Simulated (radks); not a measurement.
Question: The table gives one normalised radial function P(r) = r R(r) of Si2+ in [Ne] 3s1 4s1 (r in bohr). Method: non-relativistic Kohn-Sham, LDA (Slater exchange, Perdew-Wang correlation), spin-unpolarised, spherical densities, point nucleus; computed with a radial shooting solver on a logarithmic mesh with Libxc functionals.

r             P
0.01162   0.0900
0.01514   0.1114
0.01971   0.1355
0.02546   0.1606
0.03315   0.1856
0.04317   0.2057
0.05576   0.2144
0.0726    0.2038
0.09454   0.1633
0.1221    0.0876
0.159    -0.0296
0.2071   -0.1745
0.2696   -0.3151
0.3483   -0.3989
0.4535   -0.3762
0.5905   -0.2076
0.7628    0.0822
0.9933    0.4350
1.293     0.7172
1.671     0.8104
2.176     0.6840
2.833     0.4244
3.689     0.1864
4.765     0.0559
6.205     0.0093
8.079     0.0008
10.44     0.0000
13.59     0.0000

Which n and l does it have? It may be an empty orbital.

Answer: n = 3, l = 0: the number of nodes gives n - l - 1 = 2, the rise at small r (about r^(l+1)) gives l, and the extent must fit the shell. The curve is that of 3s. 3s: eigenvalue -32.934 eV, 2 radial nodes at r = 0.150, 0.715 bohr, <r> = 1.88 bohr, 90 % of the charge inside 2.80 bohr.
